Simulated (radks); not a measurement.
Q: These are the eigenvalues of the occupied orbitals of an atom or ion with whole-number occupations (Ry). Method: non-relativistic Kohn-Sham, TPSS, spin-polarised, spherical densities, point nucleus; meta-GGA in the generalised Kohn-Sham scheme; computed with a radial shooting solver on a logarithmic mesh with Libxc functionals.

1s up: -1782.970
1s down: -1782.969
2s up: -304.7672
2s down: -304.1072
2p up: -287.2662
2p down: -286.7646
3s up: -95.77004
3s down: -94.94011
3p up: -88.95667
3p down: -88.07136
3d up: -77.05644
3d down: -75.99114

Which element is it, and in what charge state? The configuration may be excited. Open shells, if any, are filled with parallel spins first.

A: Z = 46, palladium, charge +22: Pd22+ in [Ar] 3d6. The list shows which subshells hold electrons but not how many an open one holds; the 1s level, -891.48 hartree, gives Z - s = 42.2 by -(Z - s)^2/2, which with screening narrows Z to a few neighbours, and the depths of the outer levels then fix element, charge and occupations together.
